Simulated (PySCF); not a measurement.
All values below come from B3LYP-D3(BJ)/def2-TZVP // B3LYP-D3(BJ)/def2-SVP in PySCF 2.14.0. Isolated molecules, 0 K electronic values unless said otherwise. One relaxed conformer stands for a flexible species; it need not be the lowest. B3LYP has the VWN-RPA correlation part, as in Gaussian. Delta-SCF ions had no search for a lower state. Excitations are Tamm–Dancoff values on a coarser integration grid. The basis has no diffuse functions, so Rydberg states are missing or too high.

Reference species (SMILES): `[Br][In]([Br])[Br]` (neutral, multiplicity 1).

- LUMO: -3.57 eV
- HOMO–LUMO gap: 4.88 eV
- S1 excitation (TDA): 3.92 eV
- vertical ionisation energy (Delta-SCF): 10.40 eV

Changed species: `[Br][In]([Br])[N](C)C` (C–N–In–Br torsion 180°) (1 of 3 Br replaced by N(CH3)2; the reference has 0 of 3 Br replaced by N(CH3)2).

Predict the effect on the LUMO, HOMO–LUMO gap, S1 excitation (TDA) and vertical ionisation energy (Delta-SCF).

the LUMO goes up by 0.88 eV, to -2.69 eV; the HOMO–LUMO gap falls by 1.15 eV, to 3.73 eV; the S1 excitation (TDA) drops by 1.14 eV, to 2.78 eV; the vertical ionisation energy (Delta-SCF) decreases by 2.15 eV, to 8.25 eV.
